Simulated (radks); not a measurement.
Task: Spherical quantum dot in the effective-mass picture: electrons in a hard-walled sphere of radius 5.86, with a point charge +1 (a donor) at the centre, all in effective atomic units (hartree* = m*/eps^2 hartree, bohr* = eps/m* bohr), one dielectric constant everywhere. Method: non-relativistic Kohn-Sham, LDA (Slater exchange, Perdew-Wang correlation), spin-polarised, spherical densities; computed with a radial shooting solver with Libxc functionals. Levels are named by radial order and angular momentum (1s, 1p, 1d, 2s, ...), and open shells are averaged over m. At N = 5 the configuration is 1s2 1p(up 3, down 0). Does electron 6 go into 2s up or 2s down or 1p down?

Result: Into 1p down. The total energies of the other choices lie higher by 0.0701 hartree* (2s up), 0.0949 hartree* (2s down).
